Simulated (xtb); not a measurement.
xtb input (GFN-FF):

```bash
xtb mol.xyz --gfnff --opt tight --chrg 0 --uhf 0
```
mol.xyz:
```
2

In    -0.00000000    -0.00000000    -0.31203525
F      0.00000000     0.00000000     1.69885860
```

End of the output:

```
         :::::::::::::::::::::::::::::::::::::::::::::::::::::
         ::                     SUMMARY                     ::
         :::::::::::::::::::::::::::::::::::::::::::::::::::::
         :: total energy              -0.133655896746 Eh    ::
         :: gradient norm              0.000488362725 Eh/a0 ::
         ::.................................................::
         :: bond energy               -0.113902126098 Eh    ::
         :: angle energy               0.000000000000 Eh    ::
         :: torsion energy             0.000000000000 Eh    ::
         :: repulsion energy           0.005672047986 Eh    ::
         :: electrostat energy        -0.025168726033 Eh    ::
         :: dispersion energy         -0.000257092602 Eh    ::
         :: HB energy                  0.000000000000 Eh    ::
         :: XB energy                  0.000000000000 Eh    ::
         :: bonded atm energy          0.000000000000 Eh    ::
         :: external energy            0.000000000000 Eh    ::
         :: add. restraining           0.000000000000 Eh    ::
         :: total charge               0.000000000000 e     ::
         :::::::::::::::::::::::::::::::::::::::::::::::::::::

           -------------------------------------------------
          |                Property Printout                |
           -------------------------------------------------

molecular dipole:
                 x           y           z       tot (Debye)
 q only:        0.000       0.000      -0.963       2.448
           -------------------------------------------------
          |                Geometry Summary                 |
           -------------------------------------------------

      molecular mass/u    :      133.8164898
   center of mass at/Å    :        0.0000000       0.0000000       0.0107783
  moments of inertia/u·Å² :        0.0000000E+00   0.5926015E+02   0.5926015E+02
rotational constants/cm⁻¹ :             Infinity   0.2844683E+00   0.2844683E+00

optimized geometry written to: xtbopt.xyz

           -------------------------------------------------
          | TOTAL ENERGY               -0.133655896746 Eh   |
          | GRADIENT NORM               0.000488362725 Eh/α |
           -------------------------------------------------
########################################################################
[WARNING] Runtime exception occurred
-1- gfnff_setup: Could not read topology file.
########################################################################

------------------------------------------------------------------------
------------------------------------------------------------------------
 total:
 SCF:
 ANC optimizer:
```
